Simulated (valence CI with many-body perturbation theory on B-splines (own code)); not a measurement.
The numbers below are computed, except where a source is named.
## Hg³⁹⁺: magnetic and hyperfine properties of the levels

Method: relativistic CI+MBPT: five valence electrons over a frozen Dirac-Fock core [Kr], a basis of 7 s, 7 p, 8 d, 6 f, 4 g, 1 h functions for each j, with the one-electron correlation potential Σ1, the two-electron term Σ2, the three-electron term Σ3, Breit, model QED; selected CI, second order for the rest (own B-spline code, finite nucleus).

The last digits are not significant, and no measured levels were compared; by estimate large intervals hold to a few tenths of a per cent, small ones and those within an open d or f shell to about a per cent. Only levels of the ground parity were solved; by the run's estimate the other parity begins above the list, which can be wrong where configurations are misplaced.

A/g_I is the dipole constant over the nuclear g factor μ/I (μ in nuclear magnetons, uniformly magnetised nucleus), B/Q the quadrupole constant per barn. Both hold the static response of the core; the bare values leave it out. Large factors of s and p1/2 electrons are usually good to 5 to 10 %; those of open d and f shells near neutrality can be off by tens of per cent, and small factors of p3/2, d and f electrons come from cancelling terms and can be off by a factor of two or in sign, in half-filled shells by more. B is blank for J = 1/2, where it vanishes, and for nearly pure S terms. Energies count from the lowest level.

Levels are named by their leading jj configuration (3d3/2^4 stands for four electrons in 3d with j = 3/2), which in mixed levels can hold well under half, so a name can repeat and another be missing. Letters in brackets count levels of one name in rising energy.

| Level | E (eV) | g | A/g_I (MHz) | A/g_I bare | B/Q (MHz/b) | B/Q bare |
| --- | --- | --- | --- | --- | --- | --- |
| (4d3/2^4 4d5/2) J=5/2 | 0.00 | 1.303 | 11600 | 12300 | 24000 | 23000 |
| (4d3/2^3 4d5/2^2) J=5/2 [a] | 21.37 | 1.342 | 6650 | 7490 | 9310 | 8910 |
| (4d3/2^3 4d5/2^2) J=7/2 [a] | 26.50 | 1.167 | 14400 | 14700 | 29000 | 28000 |
| (4d3/2^3 4d5/2^2) J=3/2 [a] | 27.12 | 1.165 | 18500 | 18800 | 22500 | 21700 |
| (4d3/2^3 4d5/2^2) J=11/2 | 27.59 | 1.107 | 19100 | 19100 | -1620 | -1720 |
| (4d3/2^3 4d5/2^2) J=9/2 | 29.46 | 1.138 | 16900 | 17100 | 27600 | 26600 |
| (4d3/2^3 4d5/2^2) J=5/2 [b] | 30.80 | 1.133 | 17700 | 17800 | -1190 | -1110 |
| (4d3/2^3 4d5/2^2) J=1/2 | 32.06 | 1.787 | -11300 | -8980 |  |  |
| (4d3/2^3 4d5/2^2) J=7/2 [b] | 32.73 | 1.075 | 21000 | 21000 | -31300 | -30200 |
| (4d3/2^3 4d5/2^2) J=3/2 [b] | 39.61 | 0.794 | 33900 | 32900 | -28800 | -27800 |
| (4d3/2^2 4d5/2^3) J=5/2 [a] | 47.56 | 1.306 | 5300 | 6020 | 1640 | 1590 |
| (4d3/2^2 4d5/2^3) J=7/2 [a] | 51.18 | 1.215 | 12300 | 12700 | -1460 | -1420 |
| (4d3/2^2 4d5/2^3) J=11/2 | 51.88 | 1.092 | 18700 | 18700 | 525 | 523 |
| (4d3/2^2 4d5/2^3) J=9/2 [a] | 52.52 | 1.146 | 16000 | 16200 | -3030 | -2930 |
| (4d3/2^2 4d5/2^3) J=1/2 [a] | 53.91 | 0.476 | 53900 | 51900 |  |  |
| (4d3/2^2 4d5/2^3) J=13/2 | 54.45 | 1.072 | 20100 | 20100 | -14.9 | -0.455 |
| (4d3/2^2 4d5/2^3) J=3/2 [a] | 54.87 | 1.174 | 15500 | 15800 | 644 | 601 |
| (4d3/2^2 4d5/2^3) J=5/2 [b] | 55.28 | 1.020 | 22600 | 22400 | -3250 | -3110 |
| (4d3/2^2 4d5/2^3) J=9/2 [b] | 57.94 | 1.107 | 18200 | 18200 | 854 | 827 |
| (4d3/2^2 4d5/2^3) J=7/2 [b] | 58.75 | 0.987 | 24800 | 24500 | -1300 | -1260 |
| (4d3/2^2 4d5/2^3) J=5/2 [c] | 59.33 | 1.052 | 20900 | 20800 | 3040 | 2900 |
| (4d3/2^2 4d5/2^3) J=3/2 [b] | 59.65 | 0.857 | 31100 | 30300 | 2260 | 2220 |
| (4d3/2^2 4d5/2^3) J=1/2 [b] | 62.04 | 1.770 | -14400 | -12200 |  |  |
| (4d3/2^2 4d5/2^3) J=7/2 [c] | 62.40 | 1.037 | 22400 | 22200 | 1380 | 1330 |
| (4d3/2^2 4d5/2^3) J=9/2 [c] | 65.91 | 1.105 | 18300 | 18300 | 9530 | 9230 |
| (4d3/2^2 4d5/2^3) J=3/2 [c] | 71.79 | 1.187 | 14400 | 14800 | -7660 | -7430 |
| (4d3/2^2 4d5/2^3) J=5/2 [d] | 73.34 | 1.197 | 14200 | 14600 | 6320 | 6120 |
| (4d3/2 4d5/2^4) J=5/2 [a] | 78.02 | 1.222 | 8460 | 8910 | -10600 | -10200 |
| (4d3/2 4d5/2^4) J=7/2 [a] | 81.79 | 1.188 | 13900 | 14200 | -33000 | -31900 |
| (4d3/2 4d5/2^4) J=3/2 [a] | 82.96 | 0.989 | 21000 | 20700 | -23700 | -22900 |
| (4d3/2 4d5/2^4) J=11/2 | 82.98 | 1.073 | 19500 | 19500 | 1220 | 1350 |
| (4d3/2 4d5/2^4) J=9/2 | 85.61 | 1.117 | 17200 | 17300 | -34900 | -33600 |
| (4d3/2 4d5/2^4) J=5/2 [b] | 87.42 | 1.111 | 17600 | 17600 | 5300 | 5110 |
| (4d3/2 4d5/2^4) J=7/2 [b] | 88.76 | 1.012 | 22200 | 22000 | 36700 | 35500 |
| (4d3/2 4d5/2^4) J=1/2 | 91.68 | 1.284 | -5220 | -4570 |  |  |
| (4d3/2 4d5/2^4) J=3/2 [b] | 98.54 | 0.865 | 33000 | 32300 | 34800 | 33600 |
| (4d5/2^5) J=5/2 | 112.01 | 1.155 | 13700 | 13900 | -34500 | -33200 |

Question: Take the isotope of mass number 199, with I = 1/2, μ = 0.5039 μN. What is the hyperfine structure of (4d3/2^3 4d5/2^2) J=1/2?

Answer: From the table A = -11400 MHz. Shifts from the centre of gravity in MHz: F = 0: 8550, F = 1: -2850.
